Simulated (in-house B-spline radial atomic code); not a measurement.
Ionising Ce⁵⁺ with different functionals

Computed with an all-electron radial atomic-structure program (B-spline basis): four-component Dirac-Coulomb Hamiltonian, Fermi nucleus of rms radius 4.8771 fm, spin-restricted, spherical fractional occupations for the functionals, and exact exchange of hybrids averaged over the configuration. The ionisation energy is the difference of two self-consistent energies, [Kr] 4d10 5s2 5p5 → [Kr] 4d10 5s2 5p4, without Breit or QED terms; ε is the level of the shell that loses the electron (mean over j). The electron is taken from both j subshells in proportion to 2j + 1, so the result is a j average, not the step between ground levels.

```json
{"method": "B3LYP", "rung": "global hybrid", "ΔSCF (eV)": "80.23", "-ε(5p) (eV)": "74.86"}
{"method": "BHandHLYP", "rung": "global hybrid", "ΔSCF (eV)": "?", "-ε(5p) (eV)": "?"}
{"method": "CAM-B3LYP", "rung": "range-separated hybrid", "ΔSCF (eV)": "80.22", "-ε(5p) (eV)": "76.72"}
{"method": "HSE06", "rung": "range-separated hybrid", "ΔSCF (eV)": "?", "-ε(5p) (eV)": "?"}
```

Problem. What does BHandHLYP give?

Solution. ΔSCF 80.08 eV, and -ε(5p) = 76.91 eV.

Problem. What does HSE06 give?

Solution. ΔSCF 80.17 eV, and -ε(5p) = 74.78 eV.

Problem. Among the functionals, which spreads more, the ΔSCF values or the orbital energies?

Solution. The orbital energies: ΔSCF values span about 0.15 eV and the orbital energies 2.13 eV; here energy differences depend much less on the functional than eigenvalues do.

Problem. How do they compare with the NIST value?

Solution. NIST lists 78 eV ± 1.2 (semi-empirical, ground level to ground level). Errors run from +2.48 to +2.63 eV. The correlated functionals all miss on the same side by more than they spread, so the cause is common to them (Breit-QED terms, spin polarisation, the choice among j levels, multiplet and fine-structure energies, or a listed next ion that isn't the cheapest removal here) and closeness doesn't rank the functionals.
